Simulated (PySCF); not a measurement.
Compound: CH₅FOSi.
Bonds: O1–Si2, Si2–C3, C3–F4. Hydrogens: H5 on O1; H6, H7 on Si2; H8, H9 on C3.

Computed by this run: PySCF 2.14.0, PBE0-D3(BJ)/def2-SVP geometry optimisation, gas phase; density fitting, grid level 1; the optimiser is geomeTRIC in internal coordinates, started from a GFN2-xTB structure with every atom displaced at random (about 0.01 Å).

Step 0: E = -13744.1519 eV
```
atom  x, y, z in Å  |  force x, y, z in eV/Å
O1      1.6683   -0.5644    0.6076    0.594   0.312  -0.690
Si2     0.6675    0.5546   -0.0809   -0.728  -0.754  -0.075
C3     -1.0830   -0.2152   -0.3731    1.314   0.089   0.629
F4     -1.5174   -0.7001    0.8356   -0.171  -0.244   0.813
H5      1.3558   -1.0991    1.3154   -0.463  -0.596   0.926
H6      0.4924    1.7285    0.7846   -0.042   0.451   0.186
H7      1.3084    0.8312   -1.3627    0.146   0.395  -0.500
H8     -1.0290   -1.0598   -1.0533   -0.021  -0.307  -0.647
H9     -1.8051    0.5072   -0.7070   -0.629   0.653  -0.643
```

**Question.** Estimate the geometry and energy of step 1. (The exact step hangs on the optimiser's Hessian estimate; all steps are aligned on step 0, rigid shifts and turns removed.)

**Answer.** E = -13744.2513 eV, largest force 0.377 eV/Å
```
atom  x, y, z in Å  |  force x, y, z in eV/Å
O1      1.6544   -0.6085    0.6170   -0.029  -0.229   0.199
Si2     0.6734    0.5280   -0.0960   -0.101   0.145   0.122
C3     -1.0469   -0.2339   -0.3460   -0.091   0.065  -0.036
F4     -1.4810   -0.7172    0.8858    0.086   0.058  -0.134
H5      1.2603   -1.1141    1.3441    0.100   0.234  -0.279
H6      0.5235    1.7544    0.7496   -0.028  -0.057   0.037
H7      1.2736    0.9409   -1.3955    0.013  -0.131  -0.012
H8     -1.0175   -1.0715   -1.0681   -0.022   0.022   0.059
H9     -1.7820    0.5049   -0.7245    0.072  -0.105   0.045
```

The energy changes by -0.0995 eV. The first-order estimate −F·Δx gives -0.2364 eV and the mean of the old and new forces, exact on a quadratic surface, -0.0965 eV. The step makes an angle of 66° with the force vector and moves no atom by more than 0.120 Å.

The cost below is that of the whole optimisation. The run took 18 s on one thread of an Intel Xeon 6975P-C, no GPU, shared host with 192 logical CPUs at a one-minute load of 57, and the process peaked at 0.36 GiB of memory.
